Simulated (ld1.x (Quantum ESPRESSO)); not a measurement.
Which change was made? (Tc, TM semilocal)

technetium (Tc), norm-conserving Troullier–Martins (semilocal form), made with ld1.x (Quantum ESPRESSO) 7.5 (PBE, scalar-relativistic). Core [Kr], reference 4d5 5s0.5 5p0 (charge +1.5). Waves: 5p (bound, empty): rc 2.70 bohr; 4d (bound): rc 2.05 bohr; 5s (bound): rc 2.80 bohr. Local part: the s channel. Core correction: Bessel-smoothed model core inside 1.60 bohr.

Cutoffs, loose and tight: the cutoffs (Ry, on a coarse ladder) from which the occupation-weighted sum of valence levels, in a spherical-Bessel basis at the reference potential, stays within 10 and 1 mRy of its value at 400 Ry. They do not see the model core or the augmentation charge, which bear on the density cutoff. Test errors are all-electron minus pseudo excitation energies from the reference, over the configurations 4d5 5s2 5p0; 4d5 5s1 5p0; 4d5 5s0 5p0; 4d4 5s2 5p1; 4d6 5s1 5p0; 4d5 5s0 5p1; 4d4 5s0 5p0; variants that change the core or the reference have their own tests.

The base gives: outcome: generated; cutoff, loose: 40 Ry; cutoff, tight: 50 Ry; bound ghosts: none; largest test error (meV): -215.

On the changes marked as counting shells twice: ld1.x takes every shell without a wave as core, so the model core holds the marked electrons as well and exchange and correlation see them twice. This cancels in the reference configuration, but the file is broken for other ones, and its errors say nothing about a proper core correction.

Question: After one change the result is: outcome: generated, overlap not positive; bound ghosts: not determined (overlap not positive); largest test error (meV): -164. Which change was it?
A. core [Ar] 3d10, valence charge 15; reference 4s2 4p6 4d5 5s2 5p0; waves now 4p (bound): rc 1.65 bohr; 4d (bound): rc 2.25 bohr; 4s (bound): rc 1.05 bohr; core correction Bessel-smoothed model core inside 0.70 bohr (5s counted twice)
B. reference 4d5 5s1 5p1
C. type PAW, which also changes the form from semilocal to separable; waves now 5s (bound): rcut 2.45, rcutus 2.80 bohr; 5s channel at 4.15 Ry: rcut 2.45, rcutus 2.80 bohr; 5p (bound): rcut 2.35, rcutus 2.70 bohr; 5p channel at 1.15 Ry: rcut 2.35, rcutus 2.70 bohr; 4d (bound): rcut 1.80, rcutus 2.05 bohr; 4d channel at 2.6 Ry: rcut 1.80, rcutus 2.05 bohr; local potential all-electron potential smoothed inside 1.75 bohr (lloc = -1); augmentation PSQ, inside the norm-conserving radii

Answer: C. The others give: core [Ar] 3d10, valence charge 15; reference 4s2 4p6 4d5 5s2 5p0; waves now 4p (bound): rc 1.65 bohr; 4d (bound): rc 2.25 bohr; 4s (bound): rc 1.05 bohr; core correction Bessel-smoothed model core inside 0.70 bohr (5s counted twice) → outcome: generated; cutoff, loose: 110 Ry; cutoff, tight: 200 Ry; bound ghosts: none; largest test error (meV): -1097 | reference 4d5 5s1 5p1 → outcome: generated; cutoff, loose: 40 Ry; cutoff, tight: 50 Ry; bound ghosts: none; largest test error (meV): -139. A file whose overlap is not positive is unfit for use, and its test errors describe a broken file. In the semilocal form every listed channel keeps its own potential, so the choice of the local channel does not act on these tests. It acts once the file is put into the separable form.
